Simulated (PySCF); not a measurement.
Ligand series Ni2+ H2O-NH3. Isolated molecules, 0 K electronic values unless said otherwise. One relaxed conformer stands for each flexible species; it need not be the lowest. Multiplicities are imposed; where one is given, others were not computed.

All values below come from PBE-D3(BJ)/def2-TZVP // PBE-D3(BJ)/def2-SVP (PySCF). 

```
species                                                                                                                      highest occupied spin orbital (eV)  charge on the central atom (Mulliken) (e)  charge on the central atom (meta-Löwdin) (e)  coordination number
---------------------------------------------------------------------------------------------------------------------------  ----------------------------------  -----------------------------------------  --------------------------------------------  -------------------
4 of 6 H2O replaced by NH3, multiplicity 1 ([Ni(H2O)2(NH3)4]2+ (near-degenerate singlet))                                                                     –                                       0.24                                          0.67                    4
4 of 6 H2O replaced by NH3, multiplicity 3                                                                                                               -12.93                                       0.48                                          1.01                    6
5 of 6 H2O replaced by NH3, multiplicity 1 ([Ni(H2O)(NH3)5]2+ (singlet; the order of the spin states depends on the level))                                   –                                       0.23                                          0.67                    4
5 of 6 H2O replaced by NH3, multiplicity 3 ([Ni(H2O)(NH3)5]2+ (triplet; the order of the spin states depends on the level))                              -12.82                                       0.46                                          0.95                    6
```
